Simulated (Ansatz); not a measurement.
H4B2Si, SMILES `B1B[SiH2]1` (charge 0, multiplicity 1).

Cartesian coordinates (Å):
SMILES: B1B[SiH2]1
```xyz
7

B     -1.1598    -0.5822     0.1558
B     -0.9853     0.8280    -0.2335
Si     0.8166    -0.0941     0.0297
H     -1.2338    -1.7113     0.4665
H     -0.7789     1.9418    -0.5394
H      1.8129     0.9609    -0.2556
H      1.5283    -1.3431     0.3766
```
Charge 0, multiplicity 1.

Frozen-core energies in 6-31g from Ansatz (a first-principles code) at a geometry from B3LYP-D3(BJ)/def2-TZVP; the HF reference has <S^2> = 0.00 (restricted, and unstable towards unrestricted orbitals) and the T1 diagnostic is 0.012.

| level | energy (Ha) |
|---|---|
| HF | -340.42291 |
| MP2 | -340.60022 |
| CCSD | -340.63326 |

Task: Estimate the energies of CCSD(T), CCSDT, CCSDT(Q) and CCSDTQ, and give each level's difference from CCSDTQ.

Result: 
```json
[
 {"level": "MP2", "energy (Ha)": "-340.60022", "difference from CCSDTQ (mHa)": "43.72"},
 {"level": "CCSD", "energy (Ha)": "-340.63326", "difference from CCSDTQ (mHa)": "10.68"},
 {"level": "CCSD(T)", "energy (Ha)": "-340.64241", "difference from CCSDTQ (mHa)": "1.53"},
 {"level": "CCSDT", "energy (Ha)": "-340.64344", "difference from CCSDTQ (mHa)": "0.50"},
 {"level": "CCSDT(Q)", "energy (Ha)": "-340.64390", "difference from CCSDTQ (mHa)": "0.04"},
 {"level": "CCSDTQ", "energy (Ha)": "-340.64394", "difference from CCSDTQ (mHa)": "0.00"}
]
```
